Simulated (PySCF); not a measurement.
C₂H₆O₂Si₂.
Atom-mapped SMILES: `[CH:1]#[C:2][Si@@H:3]([OH:4])[O:5][SiH3:6]` (hydrogens: H7 on C1; H8 on Si3; H9 on O4; H10, H11, H12 on Si6)

The same species was optimised twice, with GFN2-xTB and with PBE0-D3(BJ)/def2-SVP (PySCF), and the same property calculations (PySCF, gas phase) were run on both structures.

```
       coordinate  GFN2-xTB  PBE0-D3(BJ)/def2-SVP  change
       O5–Si6 (Å)     1.616                 1.658  +0.042
       Si3–O4 (Å)     1.620                 1.648  +0.028
       Si3–O5 (Å)     1.626                 1.646  +0.020
       C2–Si3 (Å)     1.857                 1.837  -0.020
        C1≡C2 (Å)     1.202                 1.217  +0.015
   Si3–O5–Si6 (°)     157.2                 149.4    -7.8
    C2–Si3–O4 (°)     111.9                 110.2    -1.7
    O4–Si3–O5 (°)     109.2                 110.7    +1.5
    C2–Si3–O5 (°)     106.9                 107.4    +0.5
    C1–C2–Si3 (°)     179.5                 179.4    -0.1
C2–Si3–O5–Si6 (°)        60                    50     -10
```

Rotational constants: A = 3125, B = 1493, C = 1080 MHz (GFN2-xTB) against A = 3036, B = 1508, C = 1077 MHz (PBE0-D3(BJ)/def2-SVP). Point groups within 0.08 Å: C1 and C1.

On the GFN2-xTB structure: HOMO (eV) -8.37 [PBE0/pcSseg-1]; LUMO (eV) -0.07 [PBE0/pcSseg-1]; dipole (D) 1.68 [PBE0/pcSseg-1]; GIAO shielding of C1 (ppm) 89.5 [PBE0/pcSseg-1]; GIAO shielding of C2 (ppm) 97.3 [PBE0/pcSseg-1]; GIAO shielding of Si3 (ppm) 412.1 [PBE0/pcSseg-1]; GIAO shielding of O4 (ppm) 277.2 [PBE0/pcSseg-1]; GIAO shielding of O5 (ppm) 286.1 [PBE0/pcSseg-1]; GIAO shielding of Si6 (ppm) 394.8 [PBE0/pcSseg-1].

Question: What do these properties become on the PBE0-D3(BJ)/def2-SVP structure?

Answer: 
```csv
property,level,on GFN2-xTB,on PBE0-D3(BJ)/def2-SVP,change
HOMO (eV),PBE0/pcSseg-1,-8.37,-8.43,-0.06
LUMO (eV),PBE0/pcSseg-1,-0.07,-0.28,-0.21
dipole (D),PBE0/pcSseg-1,1.68,2.00,+0.32
"energy, GFN2-xTB geometry as zero (kcal/mol)",PBE0/pcSseg-1,0.0,-2.8,-2.8
GIAO shielding of C1 (ppm),PBE0/pcSseg-1,89.5,84.9,-4.6
GIAO shielding of C2 (ppm),PBE0/pcSseg-1,97.3,97.1,-0.2
GIAO shielding of Si3 (ppm),PBE0/pcSseg-1,412.1,408.6,-3.5
GIAO shielding of O4 (ppm),PBE0/pcSseg-1,277.2,267.1,-10.1
GIAO shielding of O5 (ppm),PBE0/pcSseg-1,286.1,282.7,-3.4
GIAO shielding of Si6 (ppm),PBE0/pcSseg-1,394.8,393.3,-1.5
```

The heavy atoms differ by 0.081 Å rms after alignment. Among bonds between heavy atoms O5–Si6 changes most (+0.042 Å). Changes are differences of the printed values. Neither structure is proved a minimum here.

Conformer computed: `[CH:1]#[C:2][Si@@H:3]([OH:4])[O:5][SiH3:6]`: C2–Si3–O5–Si6 50°, H–O4–Si3–C2 48°.
